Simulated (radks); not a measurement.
Values are calculated unless marked as measured or tabulated.
All-electron atom: Yb in [Xe] 4f14 6s1 5d1 (not the ground configuration). Level of theory: Dirac Kohn-Sham, PBE, spin-unpolarised, spherical densities, point nucleus; open shells are shared between the two j in proportion to 2j + 1 (a radial shooting solver on a logarithmic mesh with Libxc functionals).

Spin-orbit splittings of the eigenvalues, e(l+1/2) - e(l-1/2), with zeta = 2 splitting/(2l+1) and mean radii in bohr:

shell  occ.  splitting (eV)  zeta (eV)  <r> j=l-1/2  <r> j=l+1/2
2p        6            1047      698.1      0.06872      0.07622
3p        6           222.3      148.2       0.2061       0.2201
3d       10           48.55      19.42       0.1935       0.1978
4p        6           50.31      33.54       0.4956       0.5280
4d       10           9.159      3.664       0.5533       0.5648
4f       14           1.316     0.3759       0.7796       0.8071
5p        6           6.056      4.037        1.371        1.493
5d        1          0.1583    0.06333        4.018        4.425
